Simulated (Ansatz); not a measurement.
A nudged elastic band was laid between two geometries of BrH + FGeH3 (7 atoms, charge 0, multiplicity 1).

Method: RKS PBE/def2-SVP (Ansatz).

```json
{
  "movable images": "5",
  "climbing image": "yes",
  "spring": "0.5 eV/Å²",
  "optimiser": "quadratic models (default)",
  "start path": "through a guess of the saddle point",
  "force threshold": "0.03 eV/Å",
  "iteration limit": "60",
  "end points": "relaxed"
}
```

Initial state:

```xyz
7
Properties=species:S:1:pos:R:3
Ge 0.274 0.000 -0.205
F -0.025 0.000 1.559
H 1.814 0.000 -0.333
H -0.372 1.294 -0.748
H -0.372 -1.294 -0.748
Br -3.257 0.000 1.834
H -1.808 0.000 1.952
```

Final state:

```xyz
7
Properties=species:S:1:pos:R:3
Ge -0.409 0.000 -0.533
F 0.051 0.000 2.883
H 0.753 0.000 0.475
H -0.470 1.279 -1.398
H -0.470 -1.279 -1.398
Br -2.381 0.000 0.762
H -0.820 0.001 2.519
```

Q: Which bonds break or form, and what moves?

A: Bonds broken: Ge1–F2, Br6–H7. Bonds formed: Ge1–Br6, F2–H7. BrH + FGeH3 becomes BrGeH3 + FH.

Q: What energy profile does the band end with?

A: It converged. The highest image is number 3 of 0 to 6, 0.75 eV above the first end and 0.80 eV above the last; the last end lies 0.05 eV below the first. Another band between the same ends (5 images) ends at a top of the same energy, where a vibrational analysis finds 1 clearly imaginary mode. The orbitals stay closed-shell, which can raise the energy where a bond breaks towards radicals; this wasn't checked here.

```tsv
image	path coordinate (Å)	energy (eV)	Ge1–F2 (Å)	Br6–H7 (Å)	Ge1–Br6 (Å)
0	0.00	0.00	1.79	1.45	4.08
1	0.56	0.03	1.80	1.46	3.60
2	1.12	0.35	1.86	1.53	3.10
3	1.68	0.75	2.11	1.83	2.75
4	2.24	0.50	2.53	2.01	2.50
5	2.81	0.11	2.99	2.15	2.39
6	3.38	-0.05	3.45	2.35	2.36
```

Q: What is the geometry of the highest image?

A: 
```xyz
7
Properties=species:S:1:pos:R:3
Ge -0.176 0.000 -0.151
F -0.025 0.000 1.953
H 1.373 0.000 0.012
H -0.600 1.328 -0.812
H -0.600 -1.328 -0.812
Br -2.638 0.000 1.083
H -1.081 0.000 2.036
```

Run time: 58 s on 2 threads of Intel(R) Xeon(R) Platinum 8259CL CPU @ 2.50GHz (Skylake/Cascade Lake), with other jobs on the host, peak memory 0.16 GiB.
